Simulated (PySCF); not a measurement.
## Electronic structure of Ta⁺ (tantalum, charge +1) at the UHF level

Configuration: [Xe] 4f14 5d3 6s1, high-spin 5F determinant. Calculation: PySCF 2.14, in aug-cc-pwCVDZ-PP with ECP60MDF (6s6p5d3f, 70 functions); scalar relativity through the core potential.

```
Total energy             : -56.531429 hartree
One-electron energy      : -91.8521 hartree
Hartree (Coulomb) energy : 41.3449 hartree
Exchange energy          : -6.0242 hartree
⟨S²⟩                     : 6.0058
⟨L²⟩                     : 12.037
Sum of ⟨r⟩               : 19.63 bohr
Sum of ⟨r²⟩              : 40.89 bohr²
```

```
shell  electrons  mean orbital energy (hartree)  rms radius, mean of both spins (bohr)
 5s α          1                       -3.47587                                   1.19
 5s β          1                       -3.36506                                   1.19
 5p α          3                       -2.09336                                   1.40
 5p β          3                       -1.92763                                   1.40
 5d α          3                       -0.59210                                   2.24
 6s α          1                       -0.53056                                   3.34
```

Energies and moments cover only the electrons outside the core potential. Spin-orbit coupling, absent here, splits the open shell strongly.
